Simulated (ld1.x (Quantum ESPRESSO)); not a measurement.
**Reading a pseudo-wave (magnesium (Mg))**

Columns: radius, all-electron u(r) and pseudo u(r) of the 2p shell (level -66.71 eV) of magnesium in the configuration [He] 2s2 2p6 3s0 3p0; PBE, scalar-relativistic, TM scheme, ld1.x (Quantum ESPRESSO) 7.5.

```json
{"r (bohr)": "0.062", "all-electron": "0.1435", "pseudo": "0.0444"}
{"r (bohr)": "0.125", "all-electron": "0.4121", "pseudo": "0.1737"}
{"r (bohr)": "0.188", "all-electron": "0.6722", "pseudo": "0.3678"}
{"r (bohr)": "0.250", "all-electron": "0.8757", "pseudo": "0.5931"}
{"r (bohr)": "0.312", "all-electron": "1.0191", "pseudo": "0.8194"}
{"r (bohr)": "0.375", "all-electron": "1.1080", "pseudo": "1.0184"}
{"r (bohr)": "0.438", "all-electron": "1.1493", "pseudo": "1.1628"}
{"r (bohr)": "0.500", "all-electron": "1.1541", "pseudo": "1.2406"}
{"r (bohr)": "0.562", "all-electron": "1.1327", "pseudo": "1.2567"}
{"r (bohr)": "0.625", "all-electron": "1.0923", "pseudo": "1.2216"}
{"r (bohr)": "0.688", "all-electron": "1.0395", "pseudo": "1.1515"}
{"r (bohr)": "0.750", "all-electron": "0.9801", "pseudo": "1.0645"}
{"r (bohr)": "0.812", "all-electron": "0.9168", "pseudo": "0.9727"}
{"r (bohr)": "0.875", "all-electron": "0.8511", "pseudo": "0.8828"}
{"r (bohr)": "0.938", "all-electron": "0.7857", "pseudo": "0.8009"}
{"r (bohr)": "1.000", "all-electron": "0.7231", "pseudo": "0.7289"}
{"r (bohr)": "1.062", "all-electron": "0.6630", "pseudo": "0.6646"}
{"r (bohr)": "1.125", "all-electron": "0.6051", "pseudo": "0.6053"}
{"r (bohr)": "1.188", "all-electron": "0.5507", "pseudo": "0.5507"}
{"r (bohr)": "1.250", "all-electron": "0.5008", "pseudo": "0.5008"}
{"r (bohr)": "1.312", "all-electron": "0.4544", "pseudo": "0.4544"}
{"r (bohr)": "1.375", "all-electron": "0.4110", "pseudo": "0.4110"}
{"r (bohr)": "1.438", "all-electron": "0.3711", "pseudo": "0.3711"}
{"r (bohr)": "1.500", "all-electron": "0.3351", "pseudo": "0.3351"}
{"r (bohr)": "1.562", "all-electron": "0.3022", "pseudo": "0.3022"}
{"r (bohr)": "1.625", "all-electron": "0.2718", "pseudo": "0.2718"}
```

(1) How many radial nodes do the two functions have?

(2) At about which radius was the pseudo-wave matched?

(3) Is the pseudo-wave norm-conserving?

Answers

(1) The all-electron 2p function has n − l − 1 = 0; the pseudo-wave has 0.

(2) 1.25 bohr. The columns agree to 0.0005 from 1.12 bohr on; several derivatives are matched, so the curves merge somewhat inside the radius.

(3) Yes: the TM scheme keeps the norm inside the radius equal to the all-electron one, which fixes the energy derivative of the logarithmic derivative at the level.
